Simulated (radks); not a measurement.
Values are calculated unless marked as measured or tabulated.
Question: All-electron atom: O in [He] 2s2 2p4. Level of theory: scalar-relativistic Kohn-Sham, BLYP, spin-polarised, spherical densities, finite nucleus; open shells are filled with parallel spins first; Fermi nuclear charge, rms radius 2.6991 fm (a radial shooting solver on a logarithmic mesh with Libxc functionals). Some entries of the table are withheld. Estimate them.

orbital  occ.  eigenvalue (hartree)  <1/r> (bohr^-1)
1s up       1             -18.94521            7.630
1s down     1             -18.90070            7.642
2s up       1              -0.92033            1.297
2s down     1              -0.80431            1.262
2p up       3              -0.37349              (1)
2p down     1              -0.26575              (2)

Answer: 
(1) 2p up <1/r> (bohr^-1): 1.131
(2) 2p down <1/r> (bohr^-1): 1.065
